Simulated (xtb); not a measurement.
Cl₃Ga, singlet, at a GFN2-xTB geometry (such geometries of metal compounds can be far from the true shape); GFN1-xTB (xtb).

xtb was given this input:
```
$ xtb mol.xyz --gfn 1 --json

# file mol.xyz
4

Ga     0.00000000     0.00000000    -0.00000000
Cl    -1.75999983    -1.10581726    -0.20820478
Cl     0.10032532     1.95214694    -0.73677512
Cl     1.65967451    -0.84632969     0.94497990
```

What the program printed (banner, timings and long lists left out):

```
   ID    Z sym.   atoms
    1   31 Ga     1
    2   17 Cl     2-4

           -------------------------------------------------
          |                Calculation Setup                |
           -------------------------------------------------

           -------------------------------------------------
          |                 G F N 1 - x T B                 |
           -------------------------------------------------

          ...................................................
          :                      SETUP                      :
          :.................................................:
          :  # basis functions                  40          :
          :  # atomic orbitals                  36          :
          :  # shells                           12          :
          :  # electrons                        24          :
          :  # halogen bonds                     0          :
          :  max. iterations                   250          :
          :  Hamiltonian                  GFN1-xTB          :
          :  restarted?                      false          :
          :  GBSA solvation                  false          :
          :  PC potential                    false          :
          :  electronic temp.          300.0000000     K    :
          :  accuracy                    1.0000000          :
          :  -> integral cutoff          0.2500000E+02      :
          :  -> integral neglect         0.1000000E-07      :
          :  -> SCF convergence          0.1000000E-05 Eh   :
          :  -> wf. convergence          0.2000000E-04 e    :
          :  Broyden damping             0.4000000          :
          :  net charge                          0          :
          :  unpaired electrons                  0          :
          ...................................................

 iter      E             dE          RMSdq      gap      omega  full diag
   1    -14.2965462 -0.142965E+02  0.501E+00    6.10       0.0  T
   2    -14.2995590 -0.301284E-02  0.305E+00    6.24       1.0  T
   3    -14.2995777 -0.186790E-04  0.269E-01    6.20       1.0  T
   4    -14.2995807 -0.296996E-05  0.167E-02    6.20       3.0  T
   5    -14.2995807 -0.229920E-08  0.123E-03    6.20      40.6  T
   6    -14.2995807 -0.589843E-08  0.101E-04    6.20     497.4  T
   7    -14.2995807  0.190070E-12  0.213E-05    6.20    2351.7  T

   *** convergence criteria satisfied after 7 iterations ***

[...]
         :: total energy             -14.269721042763 Eh    ::
[...]
        13                         -0.2453078              -6.6752 (LUMO)
        14                         -0.1394985              -3.7959
        15                         -0.0630522              -1.7157
        16                         -0.0630522              -1.7157
        17                         -0.0622194              -1.6931
        18                         -0.0602105              -1.6384
        19                         -0.0602105              -1.6384
        20                         -0.0497937              -1.3550
        21                         -0.0497937              -1.3550
        22                         -0.0492287              -1.3396
        23                         -0.0488929              -1.3304
       ...                                ...                  ...
        36                          0.5680401              15.4572
      -------------------------------------------------------------
                  HL-Gap            0.2277773 Eh            6.1981 eV
             Fermi-level           -0.3591965 Eh           -9.7742 eV

  Mulliken/CM5 charges         n(s)   n(p)   n(d)
     1Ga    0.42550  0.39658   1.006  0.956  0.612
     2Cl   -0.14183 -0.13219   1.887  5.262 -0.006
     3Cl   -0.14183 -0.13219   1.887  5.262 -0.006
     4Cl   -0.14183 -0.13219   1.887  5.262 -0.006

Wiberg/Mayer (AO) data.
largest (>0.10) Wiberg bond orders for each atom

 ---------------------------------------------------------------------------
     #   Z sym  total        # sym  WBO       # sym  WBO       # sym  WBO
 ---------------------------------------------------------------------------
     1  31 Ga   3.700 --     3 Cl   1.233     4 Cl   1.233     2 Cl   1.233
     2  17 Cl   1.402 --     1 Ga   1.233
     3  17 Cl   1.402 --     1 Ga   1.233
     4  17 Cl   1.402 --     1 Ga   1.233
 ---------------------------------------------------------------------------

Topologies differ in total number of bonds
Writing topology from bond orders to xtbtopo.mol

 dipole moment from electron density (au)
     X       Y       Z
   0.0000   0.0000  -0.0000  total (Debye):    0.000

           -------------------------------------------------
          | TOTAL ENERGY              -14.269721042763 Eh   |
          | GRADIENT NORM               0.012038371683 Eh/α |
          | HOMO-LUMO GAP               6.198136410296 eV   |
           -------------------------------------------------

normal termination of xtb
```
